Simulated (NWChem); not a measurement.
AlH2O2Br; SMILES [OH][Al]([OH])[Br]

```xyz
6

Al     0.0000     0.0000     0.9809
Br     0.0000     0.0000    -1.2932
O      0.0000    -1.4563     1.8571
H      0.0000    -2.3050     1.3979
O      0.0000     1.4563     1.8571
H      0.0000     2.3050     1.3979
```
Atoms are numbered in this order, from 1.

Program: NWChem. Structure relaxed at the B3LYP/6-31G* (spherical d) level.

Problem. Estimate the computed values for B3LYP/3-21G. Quantities: highest occupied level (eV); orbital gap (eV); dipole (D).

Solution. The highest occupied level (eV) is -7.97, the orbital gap (eV) comes out as 7.05 and the dipole (D) comes out as 0.90.
